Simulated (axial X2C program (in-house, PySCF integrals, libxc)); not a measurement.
## Bond lengths and stretching modes, held linear, of FGeF⁻

Calculated with an in-house all-electron X2C program for linear molecules (integrals from PySCF): two-component X2C with atomic mean-field Coulomb and Gaunt terms, Gaussian nuclei, basis F dyall-av3z, Ge dyall-v3z with contracted cores. Spin-free rows use the one-electron spin-free X2C Hamiltonian.

Masses F 18.998, Ge 73.921, F 18.998 u. States: 2c Ω = 1/2 (beyond evenly filled blocks: ω = 1/2); spin-free M_S = 1/2, Λ = 1 (beyond evenly filled blocks: π+α).

PBE0, spin-free: energies above the lowest point

```csv
r(F–Ge) (Å),r(Ge–F) (Å),E (meV)
1.9305,1.9305,23.68
1.9305,1.9800,9.00
1.9305,2.0295,13.44
1.9800,1.9305,9.00
1.9800,1.9800,0.00
1.9800,2.0295,9.98
1.9800,2.0790,34.59
2.0295,1.9305,13.44
2.0295,1.9800,9.98
2.0295,2.0295,25.35
2.0790,1.9800,34.59
2.0790,2.0790,90.10
```

Problem. Fit a quadratic surface with cubic terms in each bond: where is the minimum, and what are the two stretching wavenumbers?

Solution. At PBE0, spin-free: bonds 1.978 and 1.978 Å; harmonic stretches 348.0 and 377.9 cm⁻¹; force constants 1.25, 1.25 and coupling 0.35 mdyn/Å.

The other levels and Hamiltonians give:

```
Hamiltonian      level  r(F–Ge) (Å)  r(Ge–F) (Å)  lower stretch (cm⁻¹)  upper stretch (cm⁻¹)
         2c       PBE0        1.979        1.979                 347.1                 377.3
         2c         HF        1.985        1.985                 284.0                 362.9
         2c  BHandHLYP        1.979        1.979                 328.7                 375.4
         2c        MP2        1.982        1.982                 346.1                 376.8
  spin-free         HF        1.983        1.983                 284.9                 363.4
  spin-free  BHandHLYP        1.977        1.977                 329.6                 375.9
  spin-free        MP2        1.980        1.980                 347.1                 377.3
```

Each state is one determinant, the lowest of a limited PBE0 search; the stretches come from a fit to these few points and carry an uncertainty of a few per cent. Other orders of the atoms were not compared. The levels spread by more than a fifth, so the stretches depend strongly on the method. MP2 freezes inner shells (threshold -2 hartree). For an anion the highest level of a functional can be positive, and the basis then holds the extra electron. The molecule was held linear; bending was not examined, so a bent shape may lie lower. Note: functional without a current term on a determinant with orbital currents, of the molecule or an atom.
